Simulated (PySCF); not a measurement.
Al(Cl)2(NH3) (AlCl₂H₃N), SMILES [Cl][Al+]([Cl])<-[NH3] (connectivity only; charge and spin as stated), charge +1, multiplicity 1.

Geometry: ωB97X-D3(BJ)/def2-SVP. The multiplicity is an assumed one; other spin states were not compared. The isomer is the one that the SMILES or the coordinates give; other isomers of the formula were not compared.

Two levels are set side by side: PBE/def2-TZVPD (PySCF) and B3LYP/def2-TZVPD (PySCF). Same geometry, gas phase. Differences are taken from unrounded values.

```json
[
 {"quantity": "orbital gap (eV)", "PBE": "5.68"},
 {"quantity": "highest occupied level (eV)", "PBE": "-12.84"},
 {"quantity": "lowest empty level (eV)", "PBE": "-7.16"},
 {"quantity": "mean polarisability (bohr³)", "PBE": "56.0"}
]
```

Task: These are the PBE values. What does B3LYP give? (Estimate from the structure and the level; the computed values follow.)

Result: 
| quantity | B3LYP | PBE minus B3LYP |
|---|---|---|
| orbital gap (eV) | 7.33 | -1.65 |
| highest occupied level (eV) | -13.94 | 1.10 |
| lowest empty level (eV) | -6.62 | -0.55 |
| mean polarisability (bohr³) | 54.2 | 1.8 |

Without exact exchange PBE keeps part of each electron's self-repulsion, which lifts occupied levels and narrows the gap. PBE's more diffuse valence density responds more strongly to a field. Differences between two approximate levels are no errors against the true value.

Rough cost on one machine, each run with all the roots and properties that it gave: B3LYP against PBE within a factor of 2.
